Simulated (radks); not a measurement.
The silver ion Ag+, 46 electrons, occupied as [Kr] 4d10 (the NIST ground configuration). Calculated with a radial shooting solver on a logarithmic mesh with Libxc functionals: Dirac Kohn-Sham, LDA (Slater exchange, Perdew-Wang correlation), spin-unpolarised, spherical densities, point nucleus.

Unscreened Slater integrals over Kohn-Sham orbitals (eV). Large and small components are both included.

integral,value
"F0(4d5/2,4d5/2)",17.788
"F2(4d5/2,4d5/2)",8.6536
"F4(4d5/2,4d5/2)",5.5929
"F0(4d5/2,4d3/2)",17.928
"F2(4d5/2,4d3/2)",8.7255
"G2(4d5/2,4d3/2)",8.7209
"G4(4d5/2,4d3/2)",5.6390
"F0(4d5/2,4p3/2)",20.361
"F2(4d5/2,4p3/2)",9.8071
"G1(4d5/2,4p3/2)",12.289
"G3(4d5/2,4p3/2)",7.4583
"F0(4d5/2,4p1/2)",20.592
"G3(4d5/2,4p1/2)",7.3755
"F0(4d3/2,4d3/2)",18.070
"F2(4d3/2,4d3/2)",8.8010
"F0(4d3/2,4p3/2)",20.562
"F2(4d3/2,4p3/2)",9.9550
"G1(4d3/2,4p3/2)",12.514
"G3(4d3/2,4p3/2)",7.5999
"F0(4d3/2,4p1/2)",20.801
"G1(4d3/2,4p1/2)",12.407
"F0(4p3/2,4p3/2)",24.226
"F2(4p3/2,4p3/2)",12.635
"F0(4p3/2,4p1/2)",24.613
"G2(4p3/2,4p1/2)",12.799
"F0(4p1/2,4p1/2)",25.023
